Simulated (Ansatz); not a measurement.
Consider the formal exchange of groups at a Ge–C bond: `F[CH](F)[GeH3]` + `C=CF` → `F/C=[CH]/[GeH3]` + difluoromethane.

Isolated molecules relaxed with PBE0-D4/def2-TZVP in Ansatz; ΔE leaves out vibrations. CCSD(T)/CBS adds triple-zeta CCSD(T) − MP2 to the extrapolated MP2 energy (def2 sets, frozen cores). This one scheme is used for every species. DFT in def2-TZVPP. For Ge outer-core shells are correlated without core-valence functions, which leaves a few kJ/mol of doubt a bond. Scalar relativity is left out up to krypton.

`F[CH](F)[GeH3]`:

Cartesian coordinates in Å:
```
F -1.885 -0.395 -0.221
C -0.665 -0.688 0.309
F -0.294 -1.909 -0.169
Ge 0.669 0.695 -0.234
H -0.791 -0.784 1.393
H 0.204 2.050 0.315
H 0.736 0.716 -1.764
H 2.027 0.315 0.371
```

`C=CF`:

```xyz
6

C     0.615   -0.322    0.101
C    -0.533    0.310   -0.024
F    -1.278    0.227   -1.130
H     1.010   -0.942   -0.693
H     1.177   -0.219    1.019
H    -0.990    0.946    0.726
```

`F/C=[CH]/[GeH3]`:

Z-matrix (Å, degrees):
```
Ge
C 1 1.931
H 1 1.537 2 110.3
H 1 1.537 2 108.4 3 120.1
H 1 1.537 2 110.3 3 -119.9
C 2 1.320 1 121.1 3 -120.4
H 2 1.086 1 120.6 3 59.6
F 6 1.338 2 122.6 1 -180.0
H 6 1.086 2 126.1 1 0.0
```

`FCF`:

Cartesian coordinates in Å:
```
F -1.147 0.618 0.132
C 0.065 0.030 0.019
F -0.102 -1.203 -0.506
H 0.681 0.623 -0.662
H 0.502 -0.068 1.017
```

```json
{"level": "r2SCAN-D4", "ΔE (kcal/mol)": "-7.0"}
{"level": "r2SCAN", "ΔE (kcal/mol)": "-6.9"}
```

**Question.** What does CCSD(T)/CBS give? (Best estimate.)

**Answer.** The calculation gave: -8.3 kcal/mol. The listed levels differ from it by 1.3, 1.4 kcal/mol.

Largest T1 diagnostic among the species: 0.012.

From PBE to PBE0 (25 % exact exchange), in def2-TZVPP and without D4, ΔE moves by −1.4 kcal/mol.
